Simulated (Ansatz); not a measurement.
A search over several starts for the lowest SCF solution of (ClZn-mu-H)2 (Zn2H2Cl2) at the given spin, in a small basis.

```yaml
crystal:
  periodic: [false, false, false]
  atoms:
    - {symbol: Zn, position_ang: [-0.298924, -1.075169, 0.472992]}
    - {symbol: Cl, position_ang: [-0.897912, -3.102630, 0.589005]}
    - {symbol: H, position_ang: [0.185482, 0.283715, 1.273125]}
    - {symbol: Zn, position_ang: [0.289880, 1.077864, -0.471589]}
    - {symbol: Cl, position_ang: [0.927481, 3.093280, -0.592120]}
    - {symbol: H, position_ang: [-0.206017, -0.277059, -1.271403]}
basis:
  gaussian: {orbitals: def2-SVP, initial_orbitals: start.molden}
hamiltonian: {xc: pbe0, dispersion: d4}
output: {orbitals: {seedname: orbitals}}
```

The file start.molden holds the orbitals of an earlier run on this structure, at another level or in another basis.

```sh
$ ansatz run in.yaml --threads 4 --pin off --events-out ev --progress --plain --max-ram 3916MiB
```

It prints (some lines left out):

```
Functional definition: PBE0
1025 factors; integrals over basis functions are off by at most 1.2e-3 eV
mean field evaluation 1: about -121876.0765 eV, gradient 8.3e0 eV
mean field evaluation 2: about -121876.2121 eV, gradient 2.2e-1 eV
mean field evaluation 4: about -121876.3921 eV, gradient 9.8e-4 eV
mean field evaluation 8: about -121873.0877 eV, gradient 4.4e1 eV
mean field evaluation 16: about -121876.3921 eV, gradient 1.0e-2 eV
mean field -121876.39206823 eV, -4478.8747977218 hartree, gradient 3.2e-5 eV, S^2 0.000000; 1 other end points of the search recorded, 0 dependent functions left out
reference -121876.39210690 eV, -4478.8747991429 hartree; 48, 48 occupied and 60, 60 virtual orbitals, 1025 factors
Total energy: -121876.52529625 eV, -4478.8796937614 hartree
```

Run time 2.3 s (4 threads of Intel Xeon Platinum 8259CL on a shared host).
